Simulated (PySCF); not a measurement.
**Correlation energy of Si⁺ (silicon, charge +1)**

[Ne] 3s2 3p1, 2P determinant. All numbers are calculated (PySCF 2.14, the non-relativistic Hamiltonian (point nucleus), in cc-pV(D+d)Z). Frozen: [Ne]; 3 electrons correlated.

MP2 pair energies summed by pair of shells (mhartree):

```tsv
pair	energy	share (%)
3s-3s	-20.46	58.1
3s-3p	-14.74	41.9
```

Total MP2 correlation energy: -35.20 mhartree.

Same-spin part -2.24 and opposite-spin part -32.96 mhartree; SCS-MP2 scales them by 1/3 and 6/5 to -40.29 mhartree.

```tsv
level	correlation energy (mhartree)
CCSD	-54.06
(T)	-0.68
CCSD(T)	-54.74
```

Diagnostics: T1 = 0.012, D1 = 0.0293, largest double amplitude 0.109.

Cost of the coupled-cluster step: 0.16 s of wall time on 1 thread of Neoverse-N1 (shared host), for 3 correlated electrons.
